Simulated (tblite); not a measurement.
Species: CH5NOSi.
Cartesian coordinates in Å at the GFN2-xTB level; atoms count from 1:
```xyz
9
CH5NOSi angstrom
N     -1.4501   -0.2567   -0.4311
C     -0.5492    0.0520    0.5298
O     -0.8950    0.2585    1.6777
Si     1.3033    0.1572    0.0355
H     -1.1740   -0.4283   -1.3807
H     -2.4298   -0.3174   -0.1941
H      1.4056   -0.1380   -1.3996
H      2.0350   -0.8325    0.8193
H      1.7678    1.5112    0.3180
```

Computed values, GFN2-xTB/tblite, gas phase, harmonic and unscaled. The method is semi-empirical: single wavenumbers can be off by several per cent or more. Modes of hydrogen on silicon can be 10 to 20 % off. One conformer, not necessarily the lowest.

Harmonic wavenumbers (cm⁻¹): 25.7, 234.8, 293.2, 371.8, 417.4, 556.1, 570.5, 638.8, 645.9, 761.0, 767.5, 786.3, 1029.9, 1264.7, 1456.0, 1707.5, 2221.0, 2307.2, 2309.0, 3420.6, 3529.9.

A = 10379, B = 4345, C = 3176 MHz; mass 75.014 u (most abundant isotopes); point group Cs, symmetry number 1.

Task: What is the zero-point energy?

Result: ½Σν̃ = 12657 cm⁻¹ = 36.19 kcal/mol.

Task: What is S at 273.15 K and 1 bar for an ideal gas of classical rigid rotors and harmonic oscillators?

Result: Translation 38.45, rotation 24.96, vibration 12.75: S = 76.2 cal/(mol K).

Task: And Cp and H(273.15 K) − H(0)?

Result: Cp = 21.99 cal/(mol K), of which vibrations give 14.04 (their classical limit is 21 R = 41.7); H(273.15 K) − H(0) = 3.94 kcal/mol without the zero-point energy, 1.77 from vibrations.

Task: What must be added to the electronic energy to get the Gibbs energy at 273.15 K and 1 bar?

Result: ZPE + [H(273.15 K) − H(0)] − T·S = 36.19 + 3.94 − 20.80 = 19.33 kcal/mol.

Task: How do the functions run with temperature in this model?

Result: 
```
 T (K)  S (cal/(mol K))  Cp (cal/(mol K))  H − H(0) (kcal/mol)  G − H(0) (kcal/mol)  ln q(vib)
   150             65.3              14.7                 1.67                -8.13       1.76
   250             74.3              20.8                 3.45               -15.12       2.88
298.15             78.1              23.2                 4.51               -18.79       3.45
   400             85.6              27.4                 7.10               -27.14       4.70
   600             97.9              33.1                13.19               -45.52       7.12
   900            112.4              38.4                23.97               -77.15      10.46
```

q(vib) and H(0) count from the zero-point level.

Hindered rotation and anharmonicity are outside this model. Other conformers, if any are populated, would add a mixing term that is left out.

Run on x86-64 server, one thread, shared host. This covers the Hessian and the dipole derivatives.
